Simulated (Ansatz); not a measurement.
This geometry of AlCl2H5O2Si (11 atoms, charge 0, multiplicity 1) is a first-order saddle point.

Theory: RKS PBE0-D4/def2-SVP (Ansatz).

```xyz
11
Properties=species:S:1:pos:R:3
Al 0.038 0.285 0.118
O -0.580 -0.412 1.688
H -1.498 -0.615 1.894
Cl 1.708 -0.674 -0.723
Cl -1.491 0.955 -1.160
O 0.574 1.507 1.402
Si 1.901 2.466 1.818
H 3.027 1.608 2.280
H 2.289 3.236 0.606
H 1.476 3.381 2.914
H -0.035 0.694 2.003
```

**Question.** Which two structures does it join? (They come from a converged band through this point; their orientation in space is the band's.)

**Answer.** Bonds broken: O6–H11. Bonds formed: O2–H11.

Initial state:

```xyz
11
Properties=species:S:1:pos:R:3
Al -0.063 0.205 0.361
O -0.752 -0.649 1.685
H -1.386 -1.364 1.615
Cl 1.887 -0.322 -0.316
Cl -1.340 0.951 -1.148
O 0.404 1.632 1.559
Si 1.908 2.489 1.653
H 2.945 1.606 2.240
H 2.193 2.909 0.264
H 1.634 3.647 2.545
H -0.019 1.326 2.381
```

Final state:

```xyz
11
Properties=species:S:1:pos:R:3
Al 0.314 0.250 0.300
O -0.763 -0.498 1.753
H -1.707 -0.489 1.533
Cl 1.631 -1.259 -0.342
Cl -1.300 0.732 -0.992
O 0.934 1.501 1.293
Si 1.988 2.730 1.612
H 3.335 2.194 1.978
H 2.135 3.638 0.434
H 1.470 3.526 2.768
H -0.628 0.105 2.503
```

**Question.** How far does it lie above each of them?

**Answer.** 0.258 eV above the first and 0.486 eV above the second. This is the barrier of this one path; another mechanism may lie lower. The orbitals stay closed-shell, which can raise the energy where a bond breaks towards radicals; this wasn't checked here.

Run time: 4.3 min on 4 threads of Arm Neoverse V2, with other jobs on the host, peak memory 0.36 GiB.
